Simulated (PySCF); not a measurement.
**Si (silicon, neutral) across methods**

[Ne] 3s2 3p2, high-spin 3P determinant. Computed with PySCF 2.14 in aug-cc-pVTZ-DK, with scalar relativity by spin-free X2C-1e.

```
 method  E (hartree)  mean ε 3s α (eV)  mean ε 3s β (eV)  mean ε 3p α (eV)  Σ⟨r²⟩ (bohr²)   ⟨S²⟩
  wB97X    -289.9738           -15.572           -13.126            -7.723          31.51  2.005
  B97-3    -289.9487           -12.888           -10.867            -5.527          31.80  2.005
   PBE0    -289.8624           -12.853           -10.772            -5.622          31.84  2.006
wB97M-V    -289.9604           -15.110           -13.289            -7.280          32.48  2.002
    UHF   -289.45918           -16.927           -12.673            -8.186          32.20  2.015
    PBE    -289.8372           -11.280            -9.755            -4.601          32.07  2.004
 r2SCAN    -289.9536           -11.740            -9.832            -4.912          31.79  2.009
LC-wPBE    -289.8841           -16.127           -13.425            -8.200          31.43  2.008
```

Q: Estimate the same row for LDA.

A: E (hartree) = -288.8106; mean ε 3s α (eV) = -11.355; mean ε 3s β (eV) = -9.937; mean ε 3p α (eV) = -4.574; Σ⟨r²⟩ (bohr²) = 32.17; ⟨S²⟩ = 2.002.
